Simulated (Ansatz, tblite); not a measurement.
Forces on In11As11H28, a nanocrystal cut from wurtzite InAs (hydrogen-capped) at its PBE-D4/def2-SVP geometry. Charge 0, multiplicity 1.

In the def2 sets In takes a core potential; there is no spin–orbit coupling. The xTB rows come from tblite. Single mean-field runs in def2-TZVP are fitted with def2-universal-jkfit.

GFN1-xTB (tblite), largest force 1.28 eV/Å:

```xyz
50
positions Å, forces eV/Å
In   -3.414    1.831    3.140    1.035   -0.019   -0.563
As   -1.663    3.959    3.136   -0.104   -0.009    0.071
In   -3.349   -1.901    1.603    0.912   -0.021   -0.529
As   -3.552   -2.547   -1.031   -0.039    0.002   -0.016
As   -1.852    0.249    1.601   -0.356    0.140    0.263
In   -1.588    1.130   -0.909    1.050   -0.346    0.523
In    0.718    4.019    1.870   -0.514   -0.977   -0.175
As    0.079    3.236   -0.604    0.034    0.201   -0.024
In   -1.465   -2.759   -2.763    0.261    0.276    0.985
As   -0.124   -0.538   -2.399   -0.044   -0.005   -0.463
In    0.097    0.233   -4.981    0.319    0.306    1.092
In    2.379    3.260   -1.966   -0.619   -0.929    0.057
As    1.610    2.469   -4.427   -0.022   -0.047   -0.114
As   -1.674   -3.951    2.285    0.027   -0.013    0.012
In    0.415   -0.325    2.864    0.146    0.410   -1.123
As    1.979    1.831    2.708    0.319    0.075    0.099
In    0.776   -4.409    1.203   -0.594    0.837   -0.421
As   -0.104   -4.666   -1.355    0.023   -0.011    0.015
As    1.702   -1.947    1.120    0.147   -0.181    0.098
In    2.260   -1.170   -1.412   -0.631    0.767    0.682
In    4.463    1.424    1.647   -1.179   -0.029   -0.504
As    3.540    1.116   -0.905    0.304    0.080    0.141
H    -4.788    2.363    2.217   -0.131   -0.012    0.212
H    -3.362    1.218    4.768   -0.243    0.075    0.013
H    -2.371    5.242    2.699    0.306   -0.393    0.382
H    -1.380    4.421    4.566   -0.220    0.036   -0.582
H    -4.870   -2.099    2.426   -0.449   -0.042    0.234
H    -4.424   -1.442   -1.624    0.151   -0.566    0.176
H    -4.557   -3.682   -1.242    0.200    0.588   -0.029
H    -3.114    1.551   -1.650   -0.434    0.157   -0.219
H     1.548    5.543    2.002    0.227    0.391    0.038
H    -0.691    4.431   -1.174    0.158   -0.241    0.116
H    -1.974   -3.420   -4.291   -0.154   -0.177   -0.452
H    -1.434    0.840   -5.537    0.056   -0.098   -0.223
H     1.193   -0.860   -5.778   -0.150    0.034   -0.203
H     3.262    4.760   -1.953    0.239    0.386    0.011
H     0.992    3.713   -5.066    0.426   -0.449    0.101
H     2.880    2.476   -5.278   -0.558    0.193    0.201
H    -2.454   -5.261    2.401    0.326    0.485    0.208
H    -1.421   -3.780    3.780   -0.212   -0.269   -0.504
H     0.230   -1.092    4.422   -0.048   -0.202    0.437
H     2.231    2.148    4.185   -0.079   -0.062   -0.310
H     1.562   -5.828    1.820    0.228   -0.394    0.176
H    -0.750   -6.038   -1.555    0.442    0.431   -0.059
H     1.148   -4.954   -2.179   -0.540   -0.119    0.257
H     3.084   -2.142    1.754   -0.377    0.017   -0.166
H     3.123   -2.418   -2.278    0.247   -0.336   -0.246
H     5.311    2.942    1.713    0.170   -0.117    0.097
H     4.992   -0.147    2.188    0.225    0.145    0.068
H     4.801    0.972   -1.762   -0.282    0.031    0.160
```

GFN2-xTB (tblite), largest force 0.60 eV/Å:

```
In 0.245 -0.035 -0.154
As -0.209 0.006 0.125
In -0.072 0.274 0.176
As -0.174 -0.092 -0.056
As -0.512 0.100 0.298
In -0.095 0.018 -0.044
In -0.014 0.185 0.103
As -0.001 0.255 -0.050
In 0.113 0.190 -0.249
As -0.133 -0.074 -0.583
In 0.057 0.051 0.280
In 0.088 0.139 -0.136
As -0.056 -0.064 -0.228
As -0.064 -0.113 0.102
In 0.112 0.119 0.184
As 0.416 0.049 0.126
In 0.264 -0.051 0.123
As 0.011 -0.145 -0.074
As 0.211 -0.295 0.148
In 0.223 0.066 -0.073
In -0.251 0.087 -0.126
As 0.386 0.061 0.199
H -0.025 -0.063 0.141
H -0.137 0.023 -0.061
H 0.177 -0.141 0.286
H -0.143 0.124 -0.306
H -0.148 -0.030 0.073
H 0.030 -0.336 0.079
H -0.027 0.311 -0.073
H -0.184 0.006 -0.081
H 0.055 0.095 -0.002
H 0.042 -0.047 0.027
H -0.056 -0.072 -0.141
H 0.072 -0.109 -0.087
H -0.135 0.023 -0.065
H 0.050 0.097 0.010
H 0.305 -0.200 -0.010
H -0.298 0.196 0.052
H 0.125 0.178 0.232
H -0.146 -0.206 -0.244
H -0.060 -0.147 0.159
H -0.062 -0.013 -0.095
H 0.071 -0.172 0.065
H 0.276 0.109 -0.116
H -0.302 -0.135 0.119
H -0.149 0.039 -0.072
H 0.050 -0.197 -0.096
H 0.082 -0.125 0.060
H 0.107 0.050 0.036
H -0.112 0.011 0.020
```

PBE0-D4/def2-TZVP (Ansatz), largest force 0.34 eV/Å:

```
In 0.092 0.028 -0.047
As -0.008 0.283 0.134
In 0.080 -0.004 -0.039
As -0.288 0.019 -0.126
As -0.081 -0.119 -0.002
In 0.080 0.012 0.033
In -0.023 -0.084 -0.025
As -0.055 0.160 -0.055
In 0.030 0.021 0.083
As -0.076 -0.124 -0.017
In 0.033 0.053 0.086
In -0.047 -0.074 0.022
As 0.131 0.219 -0.181
As -0.058 -0.154 0.264
In 0.030 0.051 -0.099
As -0.044 0.039 0.205
In -0.066 0.075 -0.044
As 0.122 -0.236 -0.160
As 0.158 -0.152 0.096
In -0.041 0.085 0.069
In -0.090 -0.006 -0.037
As 0.121 -0.038 -0.171
H 0.177 -0.077 0.131
H -0.020 0.078 -0.220
H 0.140 -0.280 0.071
H -0.047 -0.116 -0.293
H 0.230 0.038 -0.123
H 0.193 -0.214 0.125
H 0.237 0.232 0.056
H 0.215 -0.063 0.105
H -0.125 -0.226 -0.019
H 0.159 -0.244 0.117
H 0.079 0.107 0.227
H 0.204 -0.090 0.066
H -0.158 0.143 0.100
H -0.132 -0.222 -0.004
H 0.107 -0.266 0.144
H -0.256 -0.019 0.190
H 0.166 0.281 -0.057
H -0.040 -0.017 -0.309
H 0.023 0.106 -0.224
H -0.045 -0.062 -0.304
H -0.116 0.224 -0.093
H 0.115 0.303 0.062
H -0.247 0.078 0.174
H -0.303 0.039 -0.138
H -0.127 0.175 0.122
H -0.113 -0.221 -0.005
H -0.061 0.223 -0.071
H -0.254 0.034 0.180
```
